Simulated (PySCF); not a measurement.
Stationary points of As(OH)3

Level of theory: PBE0 in PySCF with As def2-TZVP, O def2-TZVP, H def2-TZVP; no relativity; density-fitted integrals.

Relaxations began from a few typed shapes. The search is not exhaustive: other isomers or separated fragments can lie lower, and high-lying points may rest on an excited occupation.

```tsv
spin	group	bonds	angles	imaginary modes (cm⁻¹)	ΔE (kJ/mol)	ΔE with ZPE (kJ/mol)
singlet	C1	As–O 1.768 Å (×2), As–O 1.794 Å, O–H 0.961 Å, O–H 0.965 Å (×2)	As–O–H 109.0°, As–O–H 111.4°, As–O–H 112.0°, O–As–O 91.2°, O–As–O 100.0° (×2)	none	0.0	0.0
singlet	C3	As–O 1.783 Å (×3), O–H 0.964 Å (×3)	As–O–H 109.0° (×3), O–As–O 97.4° (×3)	none	3.5	2.3
singlet	C3	As–O 1.771 Å (×3), O–H 0.962 Å (×3)	As–O–H 110.8° (×3), O–As–O 95.4° (×3)	none	18.3	17.3
singlet	C3h	As–O 1.882 Å (×3), O–H 0.967 Å (×3)	As–O–H 118.6° (×3), O–As–O 120.0° (×3)	432i, 210i, 210i	326.3	–
```

The lowest minimum found is the singlet C1: As–O 1.768 Å (×2), As–O 1.794 Å, O–H 0.961 Å, O–H 0.965 Å (×2); As–O–H 109.0°, As–O–H 111.4°, As–O–H 112.0°, O–As–O 91.2°, O–As–O 100.0° (×2).
